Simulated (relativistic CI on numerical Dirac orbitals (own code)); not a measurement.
Radial parameters of Ce²⁸⁺

Calculated at this level of theory: Dirac-Coulomb-Breit CI, KLI orbitals optimised for each configuration, model QED, unscaled Slater integrals (own radial code, finite nucleus).

Slater integrals F^k, G^k are unscaled and averaged over j, outside the closed core [Ar] 3d10; ζ comes from projecting the Hamiltonian with its Breit term on Σ l·s of the shell.

- 4s4p: G^1(4s,4p) = 232780, ζ(4p) = 143150 cm⁻¹; <r>(4s) = 0.5646, <r^2>(4s) = 0.3579, <r>(4p) = 0.5776, <r^2>(4p) = 0.3768 (bohr units).
- 4p²: F^2(4p,4p) = 177720, ζ(4p) = 143020 cm⁻¹; <r>(4p) = 0.5781, <r^2>(4p) = 0.3774 (bohr units).
- 4s4d: G^2(4s,4d) = 171000, ζ(4d) = 17281 cm⁻¹; <r>(4s) = 0.5649, <r^2>(4s) = 0.3582, <r>(4d) = 0.5825, <r^2>(4d) = 0.3874 (bohr units).

Averages of the first 10 configurations, taken without configuration mixing, which lowers the lowest level and can move excited configurations by several eV; other configurations of the list can lie among them:

| Configuration | Parity | States | Average energy above the lowest level (eV) |
| --- | --- | --- | --- |
| 4s² | even | 1 | 1.9 |
| 4s4p | odd | 12 | 76.1 |
| 4p² | even | 15 | 158.1 |
| 4s4d | even | 20 | 189.7 |
| 4d² | even | 45 | 380.7 |
| 4s4f | odd | 28 | 300.1 |
| 4p4d | odd | 60 | 268.3 |
| 4f² | even | 91 | 600.1 |
| 4p4f | even | 84 | 378.9 |
| 4d4f | odd | 140 | 489.5 |
